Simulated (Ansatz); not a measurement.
Species: sum formula HgOBr, charge 0, multiplicity 2. The spin state was set by rule; other spins were not relaxed. SMILES: [O]=[Hg][Br]
Geometry from a B3LYP-D3(BJ)/def2-TZVP (Ansatz, a program for electronic structure) optimisation:
```
Hg
O 1 1.9885
Br 1 2.4090 2 180.00
```
Charge 0, spin multiplicity 2.

Parts of the frozen-core correlation energy in def2-TZVPPD (Ansatz, hartree). Frozen orbitals: 19; correlated occupied orbitals by spin: 13 and 12; virtual: 127 and 128. UHF or UKS for open shells. No spin-orbit coupling. In def2 rows, elements after Kr have scalar-relativistic effective core potentials.

```csv
term,value
reference (HF),-2799.81707
MP2 opposite-spin,-0.53692
MP2 same-spin,?
CCSD correlation,?
(T),?
T1 diagnostic,0.020
largest doubles amplitude,0.037
<S^2> of the reference,0.772
```

Problem. Fill in the missing entries.

Solution. 
- MP2 same-spin, value: -0.24186
- CCSD correlation, value: -0.76741
- (T), value: -0.03175
